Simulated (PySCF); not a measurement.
Zn(Cl)(OSiH3) (ClH₃OSiZn), SMILES [SiH3][O][Zn][Cl].

Geometry: B3LYP-D3(BJ)/def2-SVP. The structure was generated by enumeration; whether it is a known compound was not checked. One conformer was computed; it need not be the lowest.

Two levels are set side by side: TDA-PBE/def2-SVPD (PySCF) and TDA-PBE0/def2-SVPD (PySCF). Vertical, same geometry. The lowest singlet is HOMO→LUMO 100 % with PBE and HOMO→LUMO 97 % with the other functional; states are paired by order. Differences are taken from unrounded values.

| quantity | TDA-PBE0 | TDA-PBE | TDA-PBE minus TDA-PBE0 |
|---|---|---|---|
| lowest singlet excitation (eV) | 5.44 | 4.55 | -0.88 |
| lowest triplet excitation (TDA) (eV) | 5.15 | 4.32 | -0.83 |

A lower first singlet is the usual sign of a functional without exact exchange. Differences between two approximate levels are no errors against the true value.

Rough cost on one machine, each run with all the roots and properties that it gave: TDA-PBE0 against TDA-PBE about 3 times.
